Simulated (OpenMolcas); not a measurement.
Computed levels of 4f⁴ in ions with 58 electrons, in cm-1 above ⁵I₄.

| Property | Result |
| --- | --- |
| Program | OpenMolcas 26.06 |
| Method | MS-CASPT2, IPEA 0.25 Eh, imaginary shift 0.1 Eh |
| Basis | ANO-R3 |
| Scalar Hamiltonian | X2C, finite nucleus |
| Spin-orbit coupling | RASSI with atomic mean-field integrals over the reference wave functions, term energies averaged over their components |

Active space for each ion: 4 electrons in 7 orbitals (4f); closed shells correlated by CASPT2: 5s 5p.

```
Level   Nd2+   Sm4+
  ⁵I₅   1263   2030
  ⁵I₆   2640   4240
  ⁵I₇   4070   6550
  ⁵I₈   5530   8910
  ⁵F₁  10310  15780
  ⁵F₂  10680  16350
  ⁵F₃  11430  17530
  ⁵F₄  12180  18760
  ⁵S₂  12930  18920
```

Task: Estimate ⁵I₈, ⁵F₁, ⁵F₂ for Pm3+ from its neighbours Nd2+ and Sm4+.

Result: ⁵I₈ is fine structure, which grows about as the fourth power of a screened charge, so the fourth roots are averaged: ((5530^0.25 + 8910^0.25) / 2)^4 = 7069. The calculation gives 7150, so the estimate is off by -1.1 %.
⁵F₁ is another term, which grows about linearly with the charge: (10310 + 15780) / 2 = 13045. The calculation gives 13680, so the estimate is off by -4.6 %.
⁵F₂ is another term, which grows about linearly with the charge: (10680 + 16350) / 2 = 13515. The calculation gives 14160, so the estimate is off by -4.6 %.

CASPT2 does not keep the components of a term degenerate, so their means are used; among the terms shown or strongly mixed into the levels shown the widest spread is 2000 cm-1 (4f⁴ ⁵I, Nd2+). Over all roots computed the reference weight is 0.84 to 0.90 in Nd2+; the roots of lowest weight are the least certain, and an intruder state may touch them. Blocks of more than 70 roots (2S+1 = 3 even, 1 even) ran without multistate coupling. High states are left out of the spin-orbit mixing, which shifts the levels that they would mix with. Only configurations of the active space appear.
